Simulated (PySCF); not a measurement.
# Dipole response of Cu (copper, neutral)

[Ar] 3d9 4s1 4p1, one real determinant (an excited configuration). Calculation: PySCF 2.14, in aug-cc-pwCVTZ-PP with ECP10MDF (8s8p7d4f3g, 122 functions); a scalar-relativistic core potential. Coupled (time-dependent) response in atomic units; α is the mean over directions.

| method | mean α (bohr³) | α xx, yy, zz | C₆ (like pair) | S(−4) |
| --- | --- | --- | --- | --- |
| UHF | 65.38 | 54.91, 54.91, 86.30 | 564.3 | 2765 |
| PBE | 71.32 | 51.05, 51.05, 111.9 | 602.7 | 4571 |

S(−4) is the Cauchy moment in α(ω) = α(0) + S(−4) ω² + …

α(iu) at PBE:

| u (hartree) | α(iu) (bohr³) |
| --- | --- |
| 0 | 71.32 |
| 0.0500 | 62.31 |
| 0.100 | 47.96 |
| 0.200 | 27.99 |
| 0.300 | 17.66 |
| 0.500 | 8.979 |
| 0.750 | 5.180 |
| 1.00 | 3.558 |
| 1.50 | 2.138 |
| 2.00 | 1.488 |
| 3.00 | 0.8714 |
| 5.00 | 0.4215 |

A single London oscillator, α(iu) = α/(1 + u²/ω²), gives C₆ = (3/4) ω α². Matching the computed C₆ needs ω = 4 × 602.7 / (3 × 71.32²) = 0.158 hartree.

The components differ because the open shell of this determinant is not spherical; for a pure term their mean is the scalar polarisability.

⟨L²⟩ = 8.06 against 12 for a pure F term, so this real determinant mixes terms. Energies and moments cover only the electrons outside the core potential.
